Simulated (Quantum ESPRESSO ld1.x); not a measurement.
Results of a calculation; reference values are marked as such.
Q: Ag III, 45 electrons, occupied as [Kr] 4d9. Level of theory: scalar-relativistic Kohn-Sham, LDA (Slater exchange, Perdew-Zunger correlation), spin-unpolarised, spherical densities, point nucleus (ld1.x of Quantum ESPRESSO 7.5). Some entries of the table are withheld. Estimate them.

orbital,occ.,eigenvalue (hartree),<1/r> (bohr^-1)
1s,2,(1),(2)
2s,2,(3),(4)
2p,6,(5),10.84
3s,2,-25.9225,3.938
3p,6,-21.3157,3.754
3d,10,-14.0278,3.529
4s,2,-4.32350,1.521
4p,6,-2.98048,1.368
4d,9,-1.07115,1.023

A: 
(1) 1s eigenvalue (hartree): -930.561
(2) 1s <1/r> (bohr^-1): 49.38
(3) 2s eigenvalue (hartree): -137.762
(4) 2s <1/r> (bohr^-1): 11.22
(5) 2p eigenvalue (hartree): -123.736
